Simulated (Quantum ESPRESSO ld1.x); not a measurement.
Q: The mean radii <r> (bohr) of the occupied orbitals of an atom or ion are listed with their occupations. Calculated with ld1.x of Quantum ESPRESSO 7.5: scalar-relativistic Kohn-Sham, Engel-Vosko exchange with Perdew-Wang LDA correlation, spin-unpolarised, spherical densities, point nucleus.

| orbital | occ. | <r> |
|---|---|---|
| 1s | 2 | 0.03109 |
| 2s | 2 | 0.1344 |
| 2p | 6 | 0.1172 |
| 3s | 2 | 0.3551 |
| 3p | 5 | 0.3507 |
| 3d | 8 | 0.3217 |
| 4f | 1 | 0.7457 |

Name the element and its charge.

A: Z = 47, silver, charge +21: Ag21+ in [Ne] 3s2 3p5 3d8 4f1. The 1s radius gives Z: for a bare nucleus <r> = (2 gamma + 1)/(2Z) with gamma = sqrt(1 - (Z/c)^2), 0.03062 bohr for Z = 47, and screening makes it slightly larger (0.03109 here). The occupations add up to 26, and the charge is Z minus that.
